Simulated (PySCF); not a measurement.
# Ionisation energy of Zr²⁴⁺ by level of theory

Zr²⁴⁺ [Ne] 3s2 3p4 (3P) → Zr²⁵⁺ [Ne] 3s2 3p3 (4S), as a difference of total energies. Computed with PySCF 2.14 in an uncontracted even-tempered set (18 s from 2.5 bohr⁻², ratio 2.5; 12 p from 3.2 bohr⁻², ratio 2.5; 5 d from 17 bohr⁻², ratio 2.7; 4 f from 25 bohr⁻², ratio 2.7), with the spin-free X2C one-electron Hamiltonian (Gaussian nucleus). Correlated levels: outer shells: 1s2 frozen; virtual orbitals above 40 to 60 times the deepest correlated orbital energy dropped. The calculations carry no spin-orbit coupling.

| method | ionisation energy (eV) |
| --- | --- |
| UHF | 1204.5 |
| MP2 (outer shells) | 1205.5 |
| SCS-MP2 (outer shells) | 1205.5 |
| CCSD (outer shells) | 1205.5 |
| CCSD(T) (outer shells) | 1205.5 |

Spin-orbit coupling is strong in these open shells (close to jj coupling). The scalar numbers leave it out and a first-order estimate fails, so it can dominate the gap to the real levels.

Breit and QED terms and the two-electron picture change are absent.

For comparison: 1205.4 ± 1.7 eV (semi-empirical (NIST evaluation); NIST Atomic Spectra Database, ionization energies).
